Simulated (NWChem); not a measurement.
# Correlation energy of Se (+1)

SMILES: [Se+]
```xyz
1

Se     0.0000     0.0000     0.0000
```
Charge +1, spin multiplicity 4.

All runs are NWChem calculations.

Basis set: def2-TZVP. Each correlation energy counts from its own Hartree-Fock reference.

The Hamiltonian is non-relativistic. The correlated methods keep 9 core orbitals frozen. No SCF solution was tested for a lower state. Open-shell Hartree-Fock references start from PBE0 orbitals. Coupled-cluster values serve here as a point of comparison, not as the truth.

Task: One of these methods gave a correlation energy of -200.1 mHa. Which?
(A) CCSD(T) on UHF
(B) CCSD[T] on ROHF
(C) UMP2
(D) CCSD on UHF

Result: A, CCSD(T) on UHF. The others give -194.8 (CCSD on UHF), -187.1 (UMP2), -201.7 (CCSD[T] on ROHF).
